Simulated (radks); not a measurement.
Polarisability of the rhodium ion Rh+, [Kr] 4d8, at imaginary frequency. Method: non-relativistic Kohn-Sham, LDA (Slater exchange, Perdew-Wang correlation), spin-polarised, spherical densities, point nucleus; open shells are filled with parallel spins first (spin-orbit coupling, left out, can overturn this in heavy ions); relativity is left out, which matters for an element this heavy; computed with a radial shooting solver on a logarithmic mesh with Libxc functionals. Response by self-consistent Sternheimer equations with the Hartree and adiabatic LDA kernel.

w (hartree),alpha1(iw) (bohr^3)
0.00266,13.41
0.0143,13.40
0.0360,13.32
0.0697,13.08
0.118,12.52
0.186,11.51
0.280,10.05
0.413,8.328
0.605,6.533
0.892,4.796
1.35,3.204
2.12,1.859
3.59,0.8717
6.94,0.3038
17.5,0.06913

Static values: alpha1 = 13.42 bohr^3 (1.988 angstrom^3; uncoupled 20.47). C6 = 83.35, triple-dipole C9 = 744.4 atomic units. One-pole (London) frequency 4 C6 / (3 alpha1^2) = 0.618 hartree, against 0.492 for minus the highest occupied eigenvalue. The dipole shielding factor is 0.978, as the force sum rule N/Z = 0.978 demands.
